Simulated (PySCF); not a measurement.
Excitations are Tamm–Dancoff values on a coarser integration grid. The basis has no diffuse functions, so Rydberg states are missing or too high.

# CH₂B₂O, SMILES `[H]/B=C1\BO1` (charge 0, multiplicity 1)

All values below come from r2SCAN-D4/def2-TZVP run with PySCF.

```json
{
 "HOMO": "-5.50 eV",
 "dipole_moment": "1.01 D",
 "LUMO": "-2.92 eV",
 "HOMO–LUMO gap": "2.58 eV",
 "S1 excitation (TDA)": "2.50 eV",
 "S1 oscillator strength": "0.000",
 "brightest of the four lowest singlets (TDA)": "5.99 eV",
 "T1 excitation (TDA)": "1.78 eV",
 "S1–T1 gap (TDA)": "0.72 eV",
 "vertical ionisation energy (Delta-SCF)": "8.72 eV",
 "total_energy": "-164.0992 Ha",
 "cost": "around 3 core-minutes (rough)"
}
```

```xyz
6

B      1.3542     0.2289    -0.0301
C     -0.0095     0.3396    -0.0848
B     -1.4642     0.0923    -0.0604
O     -1.0835     1.3529    -0.3389
H      2.5051     0.0268     0.0414
H     -2.4556    -0.5354     0.0607
```
Charge 0, spin multiplicity 1.
